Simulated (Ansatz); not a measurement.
Species: MgF2 (charge -1, doublet). 
Coordinates optimised at B3LYP-D3(BJ)/def2-TZVP (Ansatz, a first-principles code):
```xyz
3

Mg     0.5044     0.1125     0.0396
F     -0.5226     1.1300    -1.0757
F     -0.1500    -1.2800     1.0229
```
Charge -1, spin multiplicity 2.

Basis-set convergence of Hartree-Fock and MP2 correlation energies (hartree) with Ansatz. Valence correlation only, unless marked. UHF or UKS for open shells. Spin-orbit coupling is left out. No relativistic terms. This anion needs diffuse functions, which these sets lack.

```json
[
 {"basis": "def2-SVP", "functions": "46", "E(HF)": "-398.39844", "E(corr, MP2)": "-0.41028"},
 {"basis": "def2-TZVPP", "functions": "94", "E(HF)": "-398.72165", "E(corr, MP2)": "-0.55245"},
 {"basis": "def2-QZVPP", "functions": "177", "E(HF)": "?", "E(corr, MP2)": "?"}
]
```

Complete the blanks.


- def2-QZVPP, E(HF): -398.74420
- def2-QZVPP, E(corr, MP2): -0.60907
